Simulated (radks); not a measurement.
All-electron atom: Ga in [Ar] 3d10 4s2 4p1.

Method: non-relativistic Kohn-Sham, PBE, spin-polarised, spherical densities, point nucleus; open shells are filled with parallel spins first; computed with a radial shooting solver on a logarithmic mesh with Libxc functionals.

Energy parts (eV):
total: -52370.231
kinetic: 52334.978
electron-nucleus: -125367.850
Hartree: 22695.184
exchange-correlation: -2032.543

Orbitals (lengths in bohr, moments of r in powers of bohr; <r^-3> diverges for s and p1/2; r(max) is where P^2 peaks):
orbital,occ.,eigenvalue (eV),r(max),<r^-3>,<r^4>
1s up,1,-10091.53,0.03261,-,0.00002726
1s down,1,-10091.51,0.03261,-,0.00002726
2s down,1,-1232.037,0.1858,-,0.005776
2s up,1,-1232.036,0.1858,-,0.005776
2p up,3,-1091.542,0.1479,844.1,0.004105
2p down,3,-1091.532,0.1479,844.1,0.004105
3s up,1,-143.2326,0.5735,-,0.4174
3s down,1,-143.2189,0.5735,-,0.4169
3p up,3,-97.6653,0.5707,110.5,0.5357
3p down,3,-97.6464,0.5707,110.6,0.5344
3d up,5,-19.7285,0.5323,11.72,1.997
3d down,5,-19.6683,0.5322,11.76,1.921
4s up,1,-8.9834,1.941,-,76.15
4s down,1,-8.2828,1.918,-,75.16
4p up,1,-2.9072,2.559,3.610,373.7
4p down,0,-2.1501,2.538,3.632,400.8

The highest occupied level is 4p up at -2.907 eV. The electron density at the nucleus is 2.042e+04 e/bohr^3. For comparison, the ionisation energy in NIST's Atomic Spectra Database is 5.999 eV (measured). In exact Kohn-Sham theory the highest level is minus the ionisation energy, but local and semilocal functionals leave it too shallow, through self-interaction and a potential that decays too fast; potentials with the right tail come closer.
